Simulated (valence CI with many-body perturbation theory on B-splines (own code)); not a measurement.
The numbers below are computed, except where a source is named.
## Basis-set convergence for Pm XXIX

Level of theory: valence CI with perturbative core correlation (CI+MBPT): five valence electrons over a frozen Dirac-Fock core [Ar] 3d10, a basis of 9 s, 9 p, 8 d, 6 f, 3 g, 1 h functions for each j, with the one-electron correlation potential Σ1 (screened to all orders), the two-electron term Σ2, the three-electron term Σ3, Breit, model QED; selected single and double excitations, second order for the rest, scaled by the run's own slope (own B-spline code, finite nucleus).

No measured spectrum was set against this ion. As an estimate, large intervals hold to a few tenths of a per cent, small ones and those within an open d or f shell to about a per cent. Among the levels kept, up to 780 cm⁻¹ of a level comes from second order outside the variational space, and about a tenth of that is noise between levels of different J, which matters for small intervals.

The reference run has the lowest level (4s^2 4p1/2^2 4p3/2) J=3/2 and an ionisation energy of 1041.13 eV. Its largest variational space holds 20000 state functions.

Levels are named by their leading jj configuration (3d3/2^4 stands for four electrons in 3d with j = 3/2), which in mixed levels can hold well under half, so a name can repeat and another be missing. Letters in brackets count levels of one name in rising energy.

Changed runs:
A. basis 6 s, 6 p, 5 d, 3 f, 1 g
B. basis 5 s, 5 p, 4 d, 2 f

Excitation energies of the reference run in cm⁻¹, and shifts in cm⁻¹:

| Level | Reference | A | B |
| --- | --- | --- | --- |
| (4s^2 4p1/2 4p3/2^2) J=3/2 | 232009 | -103 | -344 |
| (4s^2 4p1/2 4p3/2^2) J=5/2 | 264270 | +29 | +233 |
| (4s^2 4p1/2 4p3/2^2) J=1/2 | 305183 | +90 | +511 |
| (4s^2 4p3/2^3) J=3/2 | 541848 | -4.0 | +197 |
| (4s 4p1/2^2 4p3/2^2) J=5/2 | 757407 | -151 | -590 |
| (4s 4p1/2^2 4p3/2^2) J=3/2 | 828780 | -44 | -93 |
| (4s 4p1/2^2 4p3/2^2) J=1/2 | 851169 | +2.2 | +85 |
| (4s^2 4p1/2^2 4d3/2) J=3/2 | 906954 | +162 | +857 |
| (4s^2 4p1/2^2 4d5/2) J=5/2 | 970427 | +181 | +964 |
| (4s 4p1/2 4p3/2^3) J=3/2 [a] | 1015990 | -161 | -519 |
| (4s 4p1/2 4p3/2^3) J=5/2 | 1055130 | -82 | -215 |
| (4s^2 4p1/2 4p3/2 4d3/2) J=1/2 [a] | 1084950 | -82 | -152 |
| Ionisation energy (eV) | 1041.13 | -0.046 | -0.19 |
